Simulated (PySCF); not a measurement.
**In⁴⁷⁺: ionisation energy**

In⁴⁷⁺ 1s2 (1S) → In⁴⁸⁺ 1s1 (2S), as a difference of total energies. Calculation: PySCF 2.14, in an even-tempered Gaussian basis (19 s from 94 bohr⁻², ratio 2; 7 p from 140 bohr⁻², ratio 2.2; 4 d from 430 bohr⁻², ratio 2.2; 4 f from 640 bohr⁻², ratio 2.2; 3 g from 960 bohr⁻², ratio 2.2; 2 h from 1400 bohr⁻², ratio 2.2); scalar relativity by spin-free X2C-1e. Correlated levels: nothing frozen; virtual orbitals above 40 to 60 times the deepest correlated orbital energy dropped. The calculations carry no spin-orbit coupling.

```tsv
method	ionisation energy (eV)
UHF	32888.4
LDA	32833.8
PBE	32885.0
PBE0	32886.1
r2SCAN	32891.8
BLYP	32890.6
BP86	32894.5
MP2 (all electrons)	32889.9
SCS-MP2 (all electrons)	32890.2
```

For this ion Breit and QED terms and the two-electron picture change, all absent here, outweigh the differences among the correlated methods.

For comparison: 32837.6 eV (theoretical estimate listed by NIST; NIST Atomic Spectra Database, ionization energies).
